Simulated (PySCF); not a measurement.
OSi, triplet, geometry from GFN2-xTB (the spin is typed, not shown lowest). Base run: CCSD(T)/def2-SVP (PySCF).

The PySCF input:
```python
from pyscf import gto, scf, cc

mol = gto.M(
    atom='''
Si   -0.000000   -0.000000   -0.558099
O     0.000000    0.000000    0.976674
''',
    basis='def2-svp',
    charge=0,
    spin=2,
    verbose=4,
)

mf = scf.UHF(mol)
mf.kernel()

mycc = cc.CCSD(mf)
mycc.kernel()
et = mycc.ccsd_t()
print('E(CCSD(T)) = %.10f' % (mycc.e_tot + et))
mf.analyze()
```

Variants of this job, named by their change:

| change | ΔE vs base (kcal/mol) | MP2 correlation (Eh) | CC correlation without the perturbative part (Eh) | basis functions |
|---|---|---|---|---|
| base | 0.000 | -0.24871 | -0.26469 | 32 |
| cart = on | -10.57 | -0.25916 | -0.27522 | 34 |
| cc.level_shift = 0.2 | 0.000 | -0.24871 | -0.26469 | 32 |
| cc.direct = True | 0.000 | -0.24871 | -0.26469 | 32 |
| cc.iterative_damping = 0.8 | 0.000 | -0.24871 | -0.26469 | 32 |
| cc.conv_tol = 1e-5 | 0.000 | -0.24871 | -0.26469 | 32 |
| frozen = 5 | 5.59 | -0.23940 | -0.25605 | 32 |
| density fitting = JK and correlation | 0.010 | -0.24875 | -0.26474 | 32 |
| frozen = 6 | 6.28 | -0.23824 | -0.25496 | 32 |
| method = ccsd | 6.47 | -0.24871 | -0.26469 | 32 |

Open shells are given as the SCF converged; they aren't shown to be the lowest states, and a large step between rows can be another state.
